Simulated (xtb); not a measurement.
CH5NSi, SMILES C[Si]N (connectivity only; charge and spin as stated), neutral, multiplicity 1. All values are semi-empirical tight-binding results from xtb (GFN2-xTB unless named), good for trends rather than for accurate numbers. The structure is a stationary point at GFN2-xTB. The values are those of a single conformer.

Optimised geometry:

```xyz
8

Si    -0.4362     0.0145     0.5702
C      0.6583     1.3189    -0.3217
H      0.4754     2.3191     0.0677
H      0.4700     1.3487    -1.3958
H      1.7186     1.1081    -0.1784
N     -0.0823    -1.3325    -0.4332
H      0.5386    -1.3173    -1.2319
H     -0.4688    -2.2481    -0.2813
```
Charge 0, spin multiplicity 1.

* **orbital gap**: 2.86 eV
* **dipole moment**: 1.28 D
* **zero-point energy**: 38.1 kcal/mol
* **G − E(el) at 298.15 K (modified RRHO)**: 20.9 kcal/mol
* **static polarisability (D4 model)**: 56.6 bohr³
* **solvation energy, GFN2-xTB/ALPB(water)**: 0.0 kcal/mol
* **solvation energy, GFN2-xTB/ALPB(ether)**: -1.6 kcal/mol

Question: Give the atomic charges and the Wiberg bond orders between heavy atoms. (An estimate is asked for; the answer gives what the named calculation found.)

Answer: charges (e) Si1 0.34, C2 -0.19, H3 -0.01, H4 0.01, H5 0.00, N6 -0.41, H7 0.14, H8 0.12. Bond orders Si1–C2 0.95, Si1–N6 1.26.
